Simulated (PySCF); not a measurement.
Sn(OH)3(SH) (H₄O₃SSn), SMILES [OH][Sn]([OH])([OH])[SH].

The structure is a stationary point at PBE-D3(BJ)/def2-SVP. The structure was generated by enumeration; whether it is a known compound was not checked. The def2 effective core potentials stand for the cores of Sn; spin–orbit coupling is left out. The values are those of a single conformer.

Two levels are set side by side: TDA-PBE/def2-SVPD (PySCF) and TDA-LC-ωPBE/def2-SVPD (PySCF). Vertical, same geometry. The lowest singlet is HOMO→LUMO 99 % with PBE and HOMO→LUMO 82 % with the other functional; states are paired by order. Differences are taken from unrounded values.

```
quantity                               TDA-LC-ωPBE
-------------------------------------  -----------
lowest singlet excitation (eV)                5.08
lowest triplet excitation (TDA) (eV)          4.51
first bright state (f over 0.05) (eV)         6.39
its oscillator strength                       0.09
```

Task: What does TDA-PBE give, and how far is it from TDA-LC-ωPBE? (The exact figures need the calculation; the answer reports its results.)

Result: 
```csv
quantity,TDA-PBE,TDA-PBE minus TDA-LC-ωPBE
lowest singlet excitation (eV),3.76,-1.32
lowest triplet excitation (TDA) (eV),3.38,-1.13
first bright state (f over 0.05) (eV),4.68,-1.71
its oscillator strength,0.08,-0.01
```

Functionals without exact exchange tend to place singlet excitations lower, as here. Differences between two approximate levels are no errors against the true value.

Rough cost on one machine, each run with all the roots and properties that it gave: TDA-LC-ωPBE against TDA-PBE about 3 times.
